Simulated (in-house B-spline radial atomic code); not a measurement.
## Ionising Be III (Be2+) with different functionals

Computed with a radial B-spline atomic code at the basis-set limit: scalar-relativistic (spin-free X2C) Hamiltonian, Fermi nucleus of rms radius 2.519 fm, spin-polarised at highest spin, spherical fractional occupations for the functionals, and exact exchange of hybrids averaged over the configuration. The ionisation energy is the difference of two self-consistent energies, 1s2 → 1s1, without Breit or QED terms; ε is the level of the shell that loses the electron (its least bound occupied spin orbital).

```json
{"method": "PBE0", "rung": "global hybrid", "ΔSCF (eV)": "153.54", "-ε(1s) (eV)": "137.96"}
{"method": "B3LYP", "rung": "global hybrid", "ΔSCF (eV)": "?", "-ε(1s) (eV)": "?"}
{"method": "TPSSh", "rung": "global hybrid", "ΔSCF (eV)": "154.09", "-ε(1s) (eV)": "135.97"}
{"method": "BHandHLYP", "rung": "global hybrid", "ΔSCF (eV)": "154.04", "-ε(1s) (eV)": "143.99"}
{"method": "r2SCAN0", "rung": "global hybrid", "ΔSCF (eV)": "153.93", "-ε(1s) (eV)": "139.60"}
{"method": "B97-1", "rung": "global hybrid", "ΔSCF (eV)": "154.07", "-ε(1s) (eV)": "137.32"}
{"method": "HSE06", "rung": "range-separated hybrid", "ΔSCF (eV)": "?", "-ε(1s) (eV)": "?"}
{"method": "wB97X", "rung": "range-separated hybrid", "ΔSCF (eV)": "154.28", "-ε(1s) (eV)": "139.77"}
{"method": "CAM-B3LYP", "rung": "range-separated hybrid", "ΔSCF (eV)": "153.87", "-ε(1s) (eV)": "139.19"}
{"method": "LC-wPBE", "rung": "range-separated hybrid", "ΔSCF (eV)": "153.59", "-ε(1s) (eV)": "138.32"}
```

What does B3LYP give?

ΔSCF 154.17 eV, and -ε(1s) = 137.27 eV.

What does HSE06 give?

ΔSCF 153.58 eV, and -ε(1s) = 137.56 eV.

Among the functionals, which spreads more, the ΔSCF values or the orbital energies?

The orbital energies: ΔSCF values span about 0.74 eV and the orbital energies 8.02 eV; here energy differences depend much less on the functional than eigenvalues do.

How do they compare with the NIST value?

NIST lists 153.896 eV (tabulated theory, ground level to ground level). Errors run from -0.36 to +0.38 eV; CAM-B3LYP is closest (-0.03 eV), but part of that can be cancellation, since the calculations leave out Breit-QED terms.
